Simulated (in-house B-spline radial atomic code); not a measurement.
**Solving the quasi-particle equation for 6s of Bi3+**

Configuration [Xe] 4f14 5d10 6s2, start LDA VWN5; correlation leaves out the 5 deepest shells. Computed with an all-electron radial atomic-structure program (B-spline basis): all electrons, scalar-relativistic (spin-free one-electron X2C), finite nucleus, each spin shell either full or empty, empty states to l = 9 with an (l + 1/2)⁻⁴ tail; G0W0 by contour deformation at full frequency.

At the mean-field level ε = -40.39 eV the matrix elements are Σx = -19.685 eV, v_xc = -17.026 eV and Σc(ε) = -2.626 eV, and the slope of the correlation self-energy is dΣc/dω = -0.0503. The quasi-particle energy solves E = ε + Σx − v_xc + Σc(E).

Question: What does the linearised equation give?

Answer: Z = 1/(1 − dΣc/dω) = 1/1.0503 = 0.9521. The first-order shift is Σx − v_xc + Σc(ε) = -19.685 − (-17.026) + (-2.626) = -5.285 eV, so E ≈ ε + Z × shift = -40.39 + 0.9521 × (-5.285) = -45.422 eV.

Question: How does that compare with the full solution and with static screening?

Answer: Solving the equation at full frequency dependence gives E = -45.431 eV, where Σc = -2.382 eV and the weight is 0.955; the linearised value is off by 9 meV. Leaving Z out would give -45.675 eV. Static COHSEX puts -4.547 eV in place of Σc and gives -47.596 eV, 2.16 eV deeper. The tabulated removal energy is 45.37 ± 0.06 eV (NIST, measured); the run leaves out spin-orbit coupling, Breit and QED terms.
